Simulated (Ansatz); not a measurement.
Species: CH2Cl3Si, charge -1, multiplicity 1. It need not be the lowest isomer of its formula. Whether it binds its extra electron was not tested at this geometry. 
Structure (B3LYP-D3(BJ)/def2-TZVP (Ansatz, an electronic-structure program) minimum search):
SMILES: [CH2-][Si](Cl)(Cl)Cl
```xyz
7

C     -2.1589    -0.4012     0.0653
Si    -0.4721    -0.0701     0.0100
Cl     0.5577    -1.2153    -1.4409
Cl     0.4033     1.8708    -0.4446
Cl     0.5100    -0.4228     1.8507
H     -2.7350    -0.0688     0.9224
H     -2.7091    -0.4990    -0.8646
```
Charge -1, spin multiplicity 1.

Parts of the frozen-core correlation energy in aug-cc-pV(D+d)Z (Ansatz, hartree). Frozen orbitals: 21; correlated occupied orbitals by spin: 16 and 16; virtual: 132 and 132. Spin-orbit coupling is left out. No relativistic terms.

| term | value |
|---|---|
| reference (HF) | -1706.65788 |
| MP2 opposite-spin | ___ |
| MP2 same-spin | ___ |
| CCSD correlation | ___ |
| (T) | -0.02734 |
| T1 diagnostic | 0.011 |
| largest doubles amplitude | 0.033 |

### Question
Fill in the missing entries.

### Answer

- MP2 opposite-spin, value: -0.51936
- MP2 same-spin, value: -0.19181
- CCSD correlation, value: -0.76076
